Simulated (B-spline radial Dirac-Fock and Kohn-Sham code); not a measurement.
Level of theory: relaxed Dirac-Fock hole states (ΔSCF) with Breit and QED corrections and a finite nucleus; a B-spline atomic structure program. Correlation energy is missing from these numbers.

Question: An atom or ion in its tabulated ground configuration has these computed binding energies (the last is its least bound level). Which is it?

```csv
level,binding energy (eV)
1s,59991.4
2s,13503.1
2p1/2,13072.0
2p3/2,12194.7
3s,5493.5
```

Answer: Ho⁵⁵⁺: Z = 67 with 12 electrons, [Ne] 3s2. The hydrogen-like estimate √(E/Ry) = 66.4 for the K level lies 0.6 below Z (screening lowers it, relativity raises it); the outermost level, at 5493.5 eV, fixes the charge.

Question: Identify the element and charge state from the binding energies below (tabulated ground configuration; the least bound level is included).

```tsv
level	binding energy (eV)
K	94180.3
L2	19292.2
L3	16980.5
M1	7282.3
M2	6998.8
M3	6438.1
M4,5	5947.7
```

Answer: Bi⁵⁷⁺: Z = 83 with 26 electrons, [Ar] 3d8. The hydrogen-like estimate √(E/Ry) = 83.2 for the K level lies 0.2 above Z (screening lowers it, relativity raises it); the outermost level, at 5947.7 eV, fixes the charge.
